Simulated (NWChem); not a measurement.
# CH₅ClGaN; SMILES [NH2][Ga]([CH3])[Cl]

```xyz
9

Ga    -0.0273    -0.3168     0.0000
Cl     0.1439     1.8441     0.0000
C      1.5779    -1.4195     0.0000
H      2.1850    -1.1916    -0.8887
H      1.3339    -2.4913     0.0000
H      2.1850    -1.1916     0.8887
N     -1.7437    -0.8679     0.0000
H     -2.0389    -1.8359     0.0000
H     -2.5273    -0.2266     0.0000
```
Atoms are numbered in this order, from 1.

All runs: NWChem. Structure relaxed at the PBE0/def2-SVP level. Total energies compare along this basis series because the functional is fixed.

```csv
level,basis functions,energy (Ha),highest occupied level (eV),orbital gap (eV),dipole (D)
Hartree-Fock/cc-pVDZ,98,-2478.0438,…,…,…
Hartree-Fock/aug-cc-pVDZ,154,-2478.0583,-10.94,11.66,3.01
Hartree-Fock/cc-pVTZ,207,-2478.1669,-10.92,13.53,3.00
```

### Question
What belongs in the gaps?

### Answer

- Hartree-Fock/cc-pVDZ, highest occupied level (eV): -10.81
- Hartree-Fock/cc-pVDZ, orbital gap (eV): 13.66
- Hartree-Fock/cc-pVDZ, dipole (D): 3.14
